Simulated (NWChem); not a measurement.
A series in which one site is exchanged, each optimised at PBE0/def2-SVP with NWChem, gas phase unless a solvent is named. Some are not confirmed as minima by frequencies. def2 effective core potentials on Te, I; no spin-orbit coupling.

A: F[TeH] (HTeF; site = F)
B: Cl[TeH] (HTeCl; site = Cl)
C: Br[TeH] (HTeBr; site = Br)
D: [TeH]I (HTeI; site = I)

```tsv
quantity	A	B	C	D
vertical ionisation energy, ΔSCF, B3LYP/def2-SVP (eV)	9.13	8.87	8.73	(withheld)
static polarisability, B3LYP/def2-SVPD (bohr³)	41.6	56.7	65.0	(withheld)
lowest singlet excitation, B3LYP/def2-SVPD, TDA (eV)	2.44	2.32	2.20	(withheld)
```

**Question.** Fill in the missing entries.

**Answer.** 
- vertical ionisation energy, ΔSCF, B3LYP/def2-SVP (eV), D: 8.48
- static polarisability, B3LYP/def2-SVPD (bohr³), D: 79.5
- lowest singlet excitation, B3LYP/def2-SVPD, TDA (eV), D: 2.03
